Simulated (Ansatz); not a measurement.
Steps of a relaxation of `[CH3][Sn]([SH])([Cl])[Cl]` with RKS PBE-D4/def2-SVP.

```sh
$ ansatz run in.yaml --threads 4 --pin off --events-out ev --progress --plain --max-ram 10444MiB
```

```yaml
crystal:
  periodic: [false, false, false]
  atoms:
    - {symbol: C, position_ang: [-1.291900, -0.261000, 0.306900]}
    - {symbol: Sn, position_ang: [0.540200, 0.240300, -0.616500]}
    - {symbol: S, position_ang: [2.259200, -0.988900, 0.490000]}
    - {symbol: Cl, position_ang: [0.557100, -0.350500, -2.894100]}
    - {symbol: Cl, position_ang: [0.965100, 2.544900, -0.439400]}
    - {symbol: H, position_ang: [-1.539000, -1.287800, 0.201800]}
    - {symbol: H, position_ang: [-2.118100, 0.354500, -0.210900]}
    - {symbol: H, position_ang: [-1.270800, 0.082700, 1.360900]}
    - {symbol: H, position_ang: [1.986600, -0.380500, 1.784200]}
basis:
  gaussian: {orbitals: def2-SVP}
hamiltonian: {xc: pbe, dispersion: d4}
relax: {f_tol: 0.03, max_steps: 200}
```

Positions (Å) and forces (eV/Å) along the path, 6 of 6 steps:

```xyz
9
step=1 energy=-42789.0386 eV
C    -1.292   -0.261    0.307   -1.478    2.670   -0.384
Sn    0.540    0.240   -0.617   -0.027   -0.064   -0.016
S     2.259   -0.989    0.490    0.394    0.328    1.702
Cl    0.557   -0.350   -2.894    0.041   -0.021   -0.096
Cl    0.965    2.545   -0.439    0.004    0.282   -0.024
H    -1.539   -1.288    0.202   -0.145   -1.628   -0.054
H    -2.118    0.354   -0.211    0.865   -0.672    0.528
H    -1.271    0.083    1.361    0.111   -0.224   -0.019
H     1.987   -0.381    1.784    0.234   -0.672   -1.637
9
step=2 energy=-42789.2223 eV
C    -1.402   -0.193    0.289   -0.293    0.426   -0.008
Sn    0.561    0.203   -0.520    0.057   -0.026   -0.234
S     2.445   -1.027    0.466   -0.631    0.665    0.591
Cl    0.623   -0.391   -2.807   -0.014   -0.007   -0.042
Cl    0.941    2.547   -0.408    0.035   -0.050    0.041
H    -1.560   -1.274    0.178   -0.082   -0.289    0.103
H    -2.230    0.364   -0.223    0.582   -0.134    0.035
H    -1.373    0.109    1.354   -0.036   -0.139    0.009
H     2.083   -0.384    1.655    0.383   -0.445   -0.494
9
step=3 energy=-42789.2793 eV
C    -1.395   -0.211    0.303   -0.179    0.063   -0.148
Sn    0.549    0.200   -0.550    0.081   -0.068    0.099
S     2.421   -0.987    0.489   -0.245    0.264    0.204
Cl    0.598   -0.388   -2.842   -0.006    0.000    0.059
Cl    0.943    2.541   -0.418   -0.017   -0.051   -0.002
H    -1.613   -1.291    0.174    0.043    0.116    0.029
H    -2.146    0.404   -0.240    0.154   -0.117    0.082
H    -1.388    0.067    1.375    0.050   -0.036   -0.046
H     2.119   -0.381    1.692    0.119   -0.170   -0.276
9
step=4 energy=-42789.2864 eV
C    -1.398   -0.208    0.296   -0.046   -0.029   -0.047
Sn    0.547    0.198   -0.544    0.030   -0.022    0.064
S     2.415   -0.976    0.490   -0.076    0.060    0.011
Cl    0.593   -0.396   -2.832    0.007   -0.011    0.011
Cl    0.936    2.535   -0.412   -0.009   -0.004   -0.003
H    -1.618   -1.287    0.167    0.023    0.084    0.015
H    -2.141    0.410   -0.243    0.030   -0.026    0.016
H    -1.380    0.062    1.369    0.004   -0.017   -0.015
H     2.135   -0.384    1.691    0.036   -0.034   -0.053
9
step=5 energy=-42789.2877 eV
C    -1.410   -0.205    0.290   -0.017    0.004    0.025
Sn    0.544    0.202   -0.517   -0.031   -0.076   -0.115
S     2.399   -1.002    0.485    0.013    0.032    0.024
Cl    0.612   -0.420   -2.801   -0.007    0.013    0.041
Cl    0.915    2.541   -0.411    0.023    0.027    0.022
H    -1.637   -1.276    0.133    0.010    0.010   -0.005
H    -2.141    0.433   -0.240    0.002    0.002    0.004
H    -1.399    0.036    1.370   -0.017   -0.002   -0.009
H     2.206   -0.357    1.673    0.024   -0.010    0.013
9
step=6 energy=-42789.2889 eV
C    -1.415   -0.203    0.289    0.016   -0.026    0.017
Sn    0.542    0.197   -0.521   -0.017   -0.012   -0.016
S     2.408   -0.990    0.485    0.008   -0.004   -0.013
Cl    0.605   -0.422   -2.803   -0.001    0.002    0.015
Cl    0.921    2.537   -0.404    0.010    0.006    0.008
H    -1.638   -1.274    0.131   -0.008    0.004    0.000
H    -2.147    0.433   -0.242   -0.002    0.014   -0.013
H    -1.405    0.037    1.368   -0.004    0.001   -0.005
H     2.218   -0.360    1.681   -0.003    0.014    0.007
```

It took 3.7 s on 4 threads of an AMD EPYC 9R45 on a shared host, with 0.2 GiB of host memory at the peak.
